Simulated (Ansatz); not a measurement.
A run for Ansatz (a first-principles code): U-CCSD(T)/cc-pVDZ on CH3N (SMILES C[N]), 2S+1 = 1, a spin state set in the input, which need not be the lowest.

Ansatz 0.2 input:
```yaml
crystal:
  periodic: [false, false, false]
  atoms:
    - {symbol: C, position_ang: [-0.53329543, 0.06063922, 0.04042153]}
    - {symbol: N, position_ang: [0.85402072, -0.09710781, -0.06473114]}
    - {symbol: H, position_ang: [-0.87228028, -0.09288356, 1.07789668]}
    - {symbol: H, position_ang: [-0.84183915, 1.07256138, -0.26885017]}
    - {symbol: H, position_ang: [-1.06425307, -0.66375846, -0.59845768]}
basis:
  gaussian:
    orbitals: cc-pVDZ
correlation: {method: ccsd_t, electrons: outside_noble_gas}
scf: {omitted_lower_state_checks: [cluster_reference]}
magnetization: {spin_polarized: true, initial_magnetization: 0}
```

The log:

```
WARN ansatz: RAYON_NUM_THREADS=1 ignored (pool sized by the plan → 1); use --threads N
Functional definition: HF
these checks for a lower state are left out or cut short: cluster_reference
integrals: 0.02 GiB planned
396 factors; integrals over basis functions are off by at most 9.3e-4 eV
mean field: 0.07 GiB planned
mean field evaluation 1: about -2553.9616 eV, gradient 1.2e1 eV
mean field evaluation 2: about -2553.9628 eV, gradient 1.2e1 eV
mean field evaluation 4: about -2555.3415 eV, gradient 1.7e0 eV
mean field evaluation 8: about -2555.3817 eV, gradient 3.1e-4 eV
mean field evaluation 16: about -2555.3858 eV, gradient 1.4e-1 eV
mean field evaluation 32: about -2557.2927 eV, gradient 2.0e-8 eV
mean field evaluation 64: about -2552.8233 eV, gradient 1.4e1 eV
mean field evaluation 96: about -2557.2082 eV, gradient 4.5e0 eV
mean field -2557.29272339 eV, -93.9787741893 hartree, gradient 7.7e-7 eV, S^2 1.009886; 11 other end points of the search recorded, 0 dependent functions left out
2 core orbitals not correlated
reference -2557.29272339 eV, -93.9787741893 hartree; 6, 6 occupied and 35, 35 virtual orbitals, 396 factors
second order -6.66227953 eV of doubles, -0.00000000 eV of singles
coupled cluster: 0.10 GiB planned
cycle   1  -7.35549885 eV  change   -6.9e-1 eV  update   6.4e-2
cycle   2  -7.63106507 eV  change   -2.8e-1 eV  update   2.9e-2
cycle   3  -7.69913408 eV  change   -6.8e-2 eV  update   2.1e-2
cycle   4  -7.73850174 eV  change   -3.9e-2 eV  update   1.7e-2
cycle   5  -7.79848635 eV  change   -6.0e-2 eV  update   1.3e-2
cycle   6  -7.83725638 eV  change   -3.9e-2 eV  update   7.8e-3
cycle   7  -7.85535103 eV  change   -1.8e-2 eV  update   3.4e-3
cycle   8  -7.85827341 eV  change   -2.9e-3 eV  update   9.5e-4
cycle   9  -7.85847313 eV  change   -2.0e-4 eV  update   3.4e-4
cycle  10  -7.85868702 eV  change   -2.1e-4 eV  update   1.3e-4
cycle  11  -7.85869326 eV  change   -6.2e-6 eV  update   5.6e-5
cycle  12  -7.85866755 eV  change    2.6e-5 eV  update   2.2e-5
cycle  13  -7.85864436 eV  change    2.3e-5 eV  update   1.1e-5
cycle  14  -7.85864973 eV  change   -5.4e-6 eV  update   7.0e-6
coupled cluster: 0.10 GiB planned
perturbative correction -0.34466041 eV, -0.0126660365 hartree
WARN: the results are in doubt because among natural orbitals full CI differs from the method by +1.736 eV
Total energy: -2565.49603353 eV, -94.2802402765 hartree
In doubt: among natural orbitals full CI differs from the method by +1.736 eV
Checks for a lower state left out: cluster_reference
```

The calculation finished and met its thresholds. Its determinant has ⟨S²⟩ = 1.01, a mixture of spin states.

Warnings raised: large difference.

Cost: roughly 2.1 core-seconds.
